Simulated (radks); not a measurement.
Co2+, configuration [Ar] 3d7. Calculated with a radial shooting solver on a logarithmic mesh with Libxc functionals: Dirac Kohn-Sham, LDA (Slater exchange, Perdew-Wang correlation), spin-unpolarised, spherical densities, finite nucleus; open shells fill j = l - 1/2 first; Fermi nuclear charge, rms radius 3.7875 fm. Some entries of the table are withheld. Estimate them.

orbital,occ.,eigenvalue (Ry),r(max) (bohr)
1s1/2,2,-558.1637,0.03684
2s1/2,2,-67.29442,0.2136
2p1/2,2,(1),0.1702
2p3/2,4,(2),0.1728
3s1/2,2,-8.89158,(3)
3p1/2,2,(4),0.6736
3p3/2,4,(5),0.6812
3d3/2,4,-2.02025,(6)
3d5/2,3,-2.00560,(7)

Answer. 
(1) 2p1/2 eigenvalue (Ry): -58.64568
(2) 2p3/2 eigenvalue (Ry): -57.55854
(3) 3s1/2 r(max) (bohr): 0.6696
(4) 3p1/2 eigenvalue (Ry): -6.31302
(5) 3p3/2 eigenvalue (Ry): -6.17636
(6) 3d3/2 r(max) (bohr): 0.6634
(7) 3d5/2 r(max) (bohr): 0.6662
